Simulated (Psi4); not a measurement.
Psi4 input (wB97X-D/6-311+G**):

```
memory 1500 MB

molecule {
0 1
C    -1.37308800   -0.06811400    0.02920800
C     0.09606700   -0.07983600    0.33989700
F     0.74318600   -0.99023900   -0.45604100
F     0.64842300    1.14679300    0.07269500
H    -1.80041500   -1.05106100    0.22648500
H    -1.52042400    0.18509700   -1.02062000
H    -1.87675600    0.67054400    0.65243700
H     0.33522900   -0.32587100    1.37717900
symmetry c1
no_reorient
no_com
}

set {
  basis 6-311+G**
  reference rks
  scf_type df
  df_basis_scf def2-universal-jkfit
  dft_radial_points 99
  dft_spherical_points 590
  e_convergence 1e-8
  d_convergence 1e-7
  maxiter 150
}

e = energy('wb97x-d')
print_out(f'\nFINAL {e:.10f} DIPOLE {variable("CURRENT DIPOLE")[0]:.6f} {variable("CURRENT DIPOLE")[1]:.6f} {variable("CURRENT DIPOLE")[2]:.6f}\n')
```

Output:

```
   => Loading Basis Set <=

    Name: 6-311+G**
    Role: ORBITAL
    Keyword: BASIS
    atoms 1-2 entry C          line   129 file 6-311pgss.gbs
    atoms 3-4 entry F          line   192 file 6-311pgss.gbs
    atoms 5-8 entry H          line    42 file 6-311pgss.gbs

   => WB97X-D: Empirical Dispersion <=

    Chai and Head-Gordon Dispersion Correction
    Chai, J.-D.; Head-Gordon, M. (2010), J. Chem. Phys., 132: 6615-6620

        s6 =       1.000000

         ---------------------------------------------------------
                                   SCF
               by Justin Turney, Rob Parrish, Andy Simmonett
                          and Daniel G. A. Smith
                              RKS Reference
         ---------------------------------------------------------

  ==> Geometry <==

    Molecular point group: c1
    Full point group: C1

    Geometry (in Angstrom), charge = 0, multiplicity = 1:

       Center              X                  Y                   Z               Mass
    ------------   -----------------  -----------------  -----------------  -----------------
         C           -1.373088000000    -0.068114000000     0.029208000000    12.000000000000
         C            0.096067000000    -0.079836000000     0.339897000000    12.000000000000
         F            0.743186000000    -0.990239000000    -0.456041000000    18.998403162730
         F            0.648423000000     1.146793000000     0.072695000000    18.998403162730
         H           -1.800415000000    -1.051061000000     0.226485000000     1.007825032230
         H           -1.520424000000     0.185097000000    -1.020620000000     1.007825032230
         H           -1.876756000000     0.670544000000     0.652437000000     1.007825032230
         H            0.335229000000    -0.325871000000     1.377179000000     1.007825032230

  Running in c1 symmetry.

  Rotational constants: A =      0.31407  B =      0.29518  C =      0.17053 [cm^-1]
  Rotational constants: A =   9415.55560  B =   8849.15294  C =   5112.21588 [MHz]
  Nuclear repulsion =  132.016184229905974

  Charge       = 0
  Multiplicity = 1
  Electrons    = 34
  Nalpha       = 17
  Nbeta        = 17

  ==> Algorithm <==

  SCF Algorithm Type is DF.
  DIIS enabled.
  MOM disabled.
  Fractional occupation disabled.
  Guess Type is SAD.
  Energy threshold   = 1.00e-08
  Density threshold  = 1.00e-07
  Integral threshold = 1.00e-12

  ==> Primary Basis <==

  Basis Set: 6-311+G**
    Blend: 6-311+G**
    Number of shells: 56
    Number of basis functions: 112
    Number of Cartesian functions: 116
    Spherical Harmonics?: true
    Max angular momentum: 2

  ==> DFT Potential <==

   => LibXC <=

    Version 7.1.2
    S. Lehtola, C. Steigemann, M. J. T. Oliveira, and M. A. L. Marques,  SoftwareX 7, 1–5 (2018) (10.1016/j.softx.2017.11.002)

   => Composite Functional: WB97X-D <=

    wB97X-D Hyb-GGA Exchange-Correlation Functional

    J.-D. Chai and M. Head-Gordon,  Phys. Chem. Chem. Phys. 10, 6615–6620 (2008) (10.1039/B810189B)

    Deriv               =              1
    GGA                 =           TRUE
    Meta                =          FALSE

    Exchange Hybrid     =           TRUE
    MP2 Hybrid          =          FALSE

   => Exchange-Correlation Functionals <=

    1.0000   wB97X-D range-separated functional

   => Exact (HF) Exchange <=

    0.7780            HF,LR [omega = 0.2000]
    0.2220               HF

   => LibXC Density Thresholds  <==

    XC_HYB_GGA_XC_WB97X_D:  1.00E-14

   => Molecular Quadrature <=

    Radial Scheme          =       TREUTLER
    Pruning Scheme         =           NONE
    Nuclear Scheme         =       TREUTLER

    Blocking Scheme        =         OCTREE
    BS radius alpha        =              1
    Pruning alpha          =              1
    Radial Points          =             99
    Spherical Points       =            590
    Total Points           =         446823
    Total Blocks           =           3195
    Max Points             =            256
    Max Functions          =            112
    Weights Tolerance      =       1.00E-15

   => Loading Basis Set <=

    Name: DEF2-UNIVERSAL-JKFIT
    Role: JKFIT
    Keyword: DF_BASIS_SCF
    atoms 1-2 entry C          line   198 file def2-universal-jkfit.gbs
    atoms 3-4 entry F          line   378 file def2-universal-jkfit.gbs
    atoms 5-8 entry H          line    18 file def2-universal-jkfit.gbs

  ==> Integral Setup <==

  SCF_SUBTYPE=INCORE selected. In-core MEM_DF algorithm will be used.
  Using in-core AOs.

  ==> MemDFJK: Density-Fitted J/K Matrices <==

    J tasked:                   Yes
    K tasked:                   Yes
    wK tasked:                  Yes
    Omega:                2.000E-01
    Algorithm:                 Core
    Schwarz Cutoff:           1E-12
    Mask sparsity (%):       0.6856
    Fitting Condition:        1E-10

   => Auxiliary Basis Set <=

  Basis Set: DEF2-UNIVERSAL-JKFIT
    Blend: DEF2-UNIVERSAL-JKFIT
    Number of shells: 124
    Number of basis functions: 376
    Number of Cartesian functions: 444
    Spherical Harmonics?: true
    Max angular momentum: 4

  Cached 50.0% of DFT collocation blocks in 0.596 [GiB].

  Minimum eigenvalue in the overlap matrix is 1.5877446422E-04.
  Reciprocal condition number of the overlap matrix is 1.8146058417E-05.
    Using symmetric orthogonalization.

  ==> Pre-Iterations <==

  SCF Guess: Superposition of Atomic Densities via on-the-fly atomic UHF (no occupation information).

   -------------------------
    Irrep   Nso     Nmo
   -------------------------
     A        112     112
   -------------------------
    Total     112     112
   -------------------------

  ==> Iterations <==

                           Total Energy        Delta E     RMS |[F,P]|

   @DF-RKS iter SAD:  -277.73547078590121   -2.77735e+02   0.00000e+00
   @DF-RKS iter   1:  -278.16851609374027   -4.33045e-01   5.34541e-03 ADIIS/DIIS
   @DF-RKS iter   2:  -278.23475484655160   -6.62388e-02   4.33085e-03 ADIIS/DIIS
   @DF-RKS iter   3:  -278.31692425966872   -8.21694e-02   5.61821e-04 ADIIS/DIIS
   @DF-RKS iter   4:  -278.31807364067799   -1.14938e-03   2.17696e-04 ADIIS/DIIS
   @DF-RKS iter   5:  -278.31829841878823   -2.24778e-04   2.57712e-05 DIIS
   @DF-RKS iter   6:  -278.31830377316385   -5.35438e-06   6.25697e-06 DIIS
   @DF-RKS iter   7:  -278.31830405148418   -2.78320e-07   2.27152e-06 DIIS
   @DF-RKS iter   8:  -278.31830408738148   -3.58973e-08   3.22793e-07 DIIS
   @DF-RKS iter   9:  -278.31830408858582   -1.20434e-09   4.96727e-08 DIIS
  Energy and wave function converged.

  ==> Post-Iterations <==

   Electrons on quadrature grid:
      Ntotal   =   33.9999996410 ; deviation = -3.590e-07

    Orbital Energies [Eh]
    ---------------------

    Doubly Occupied:

       1A    -24.814532     2A    -24.814531     3A    -10.452645
       4A    -10.299177     5A     -1.358294     6A     -1.300000
       7A     -0.884152     8A     -0.753415     9A     -0.651015
      10A     -0.640980    11A     -0.600355    12A     -0.530199
      13A     -0.515310    14A     -0.504223    15A     -0.488756
      16A     -0.482667    17A     -0.433425

    Virtual:

      18A      0.066505    19A      0.083720    20A      0.103645
      21A      0.104495    22A      0.122837    23A      0.129445
      24A      0.131428    25A      0.189308    26A      0.200840
      27A      0.202877    28A      0.246098    29A      0.250277
      30A      0.274673    31A      0.284708    32A      0.305846
      33A      0.323946    34A      0.362979    35A      0.382862
      36A      0.391738    37A      0.415266    38A      0.420169
      39A      0.441028    40A      0.447476    41A      0.501572
      42A      0.549770    43A      0.552318    44A      0.597471
      45A      0.643918    46A      0.663553    47A      0.671701
      48A      0.745210    49A      0.751132    50A      0.769681
      51A      0.915604    52A      1.048349    53A      1.056764
      54A      1.145806    55A      1.337176    56A      1.346074
      57A      1.382284    58A      1.432233    59A      1.489378
      60A      1.503690    61A      1.525751    62A      1.531923
      63A      1.543081    64A      1.603985    65A      1.625594
      66A      1.647352    67A      1.678617    68A      1.759080
      69A      1.789557    70A      1.897583    71A      1.919430
      72A      1.956734    73A      2.024968    74A      2.062083
      75A      2.098166    76A      2.225157    77A      2.315430
      78A      2.383594    79A      2.528669    80A      2.603419
      81A      2.616292    82A      2.633029    83A      2.636690
      84A      2.665457    85A      2.760797    86A      2.867768
      87A      3.051698    88A      3.110009    89A      3.393495
      90A      3.802570    91A      3.821952    92A      3.862456
      93A      3.868741    94A      3.872917    95A      3.929752
      96A      3.988796    97A      4.023294    98A      4.140460
      99A      4.234054   100A      4.383642   101A      4.844164
     102A      4.980857   103A      6.396977   104A      6.422509
     105A      6.473479   106A      6.474571   107A      6.650519
     108A      6.812226   109A     23.788678   110A     24.071058
     111A     66.908362   112A     66.947734

    Final Occupation by Irrep:
              A
    DOCC [    17 ]
    NA   [    17 ]
    NB   [    17 ]

  @DF-RKS Final Energy:  -278.31830408858582

   => Energetics <=

    Nuclear Repulsion Energy =            132.0161842299059742
    One-Electron Energy =                -645.7879466762931315
    Two-Electron Energy =                 258.7012108855313386
    DFT Exchange-Correlation Energy =     -23.2457334976744470
    Empirical Dispersion Energy =          -0.0020190300555900
    VV10 Nonlocal Energy =                  0.0000000000000000
    Total Energy =                       -278.3183040885858190

Computation Completed

Properties will be evaluated at   0.000000,   0.000000,   0.000000 [a0]

Properties computed using the SCF density matrix

 Multipole Moments:

 ------------------------------------------------------------------------------------
     Multipole            Electronic (a.u.)      Nuclear  (a.u.)        Total (a.u.)
 ------------------------------------------------------------------------------------

 L = 1.  Multiply by 2.5417464519 to convert [e a0] to [Debye]
 Dipole X            :         -0.8153862           -0.0000208           -0.8154070
 Dipole Y            :         -0.1659499           -0.0000094           -0.1659593
 Dipole Z            :          0.5246378           -0.0000057            0.5246322
 Magnitude           :                                                    0.9837022

 ------------------------------------------------------------------------------------

FINAL -278.3183040886 DIPOLE -0.815407 -0.165959 0.524632

*** Psi4 exiting successfully. Buy a developer a beer!
```

The geometry given is a B3LYP-D3(BJ)/def2-TZVP minimum.
